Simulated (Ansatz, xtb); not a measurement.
AlClH5NSi: which of two conformers lies lower

Structure I is `[SiH3][NH][AlH][Cl]`, a singlet and structure II is `[SiH3][NH][AlH][Cl]`, a singlet. Both are isolated molecules in the gas phase, relaxed with PBE0-D3(BJ)/def2-SVP.

I (Å):

```xyz
9

Al   -0.7274    0.1112    0.9882
Cl    0.2865    1.2647    2.4241
N     0.1883   -1.1101    0.0743
Si    1.8692   -1.5848    0.1243
H     2.5389   -1.3838   -1.1998
H     2.0234   -3.0304    0.4830
H     2.5484   -0.7470    1.1526
H    -0.3636   -1.6329   -0.6052
H    -2.2647    0.3289    0.7319
```

II (Å):

```yaml
atoms:
  - { symbol: Al, position_ang: [3.8235, -0.3040, -1.3258] }
  - { symbol: Cl, position_ang: [5.5542, -1.2151, -2.1058] }
  - { symbol: N, position_ang: [2.5175, -1.3866, -0.7901] }
  - { symbol: Si, position_ang: [0.9677, -0.9760, -0.1041] }
  - { symbol: H, position_ang: [0.7910, -1.5391, 1.2714] }
  - { symbol: H, position_ang: [0.9020, 0.5144, -0.0315] }
  - { symbol: H, position_ang: [-0.1703, -1.4739, -0.9393] }
  - { symbol: H, position_ang: [2.6864, -2.3863, -0.8930] }
  - { symbol: H, position_ang: [3.7089, 1.2602, -1.2298] }
```

Question: Which of the two would you expect CCSD(T)/def2-SVP + ΔMP2/def2-TZVPP electronic energies to favour?

Answer: Too close to call at this level: CCSD(T)/def2-SVP + ΔMP2/def2-TZVPP gives E(II) − E(I) = −0.43 kcal/mol.

Level by level:

| level | geometry | E(II) − E(I) (kcal/mol) | departure from the last row (kcal/mol) | job, with rough time for the two |
| --- | --- | --- | --- | --- |
| PBE0-D3(BJ)/def2-SVP | PBE0-D3(BJ)/def2-SVP | −0.47 | −0.04 | optimisation, 57 s |
| HF/def2-SVP | PBE0-D3(BJ)/def2-SVP | −0.69 | −0.26 | part of the CCSD(T) run |
| MP2/def2-SVP | PBE0-D3(BJ)/def2-SVP | −0.51 | −0.08 | part of the CCSD(T) run |
| CCSD(T)/def2-SVP | PBE0-D3(BJ)/def2-SVP | −0.50 | −0.07 | single point |
| CCSD(T)/def2-SVP + ΔMP2/def2-TZVPP | PBE0-D3(BJ)/def2-SVP | −0.43 |  | single point, 23 s |

The largest departure from CCSD(T)/def2-SVP + ΔMP2/def2-TZVPP is that of HF/def2-SVP, 0.26 kcal/mol. Levels run at GFN2-xTB geometries aren't shown. The last row adds to CCSD(T) the change of the MP2 difference between the two basis sets, here +0.07 kcal/mol.

With harmonic frequencies from PBE0-D3(BJ)/def2-SVP (ideal gas, rigid rotor, one conformer each, 298.15 K, 1 atm): the zero-point term adds 0.00 kcal/mol; ΔH is −0.40 and ΔG −0.32 kcal/mol.

The correlated steps freeze 16 core orbitals. Programs: Ansatz 0.2.0; the last row on 1 thread of Arm Neoverse V2 on a shared host.
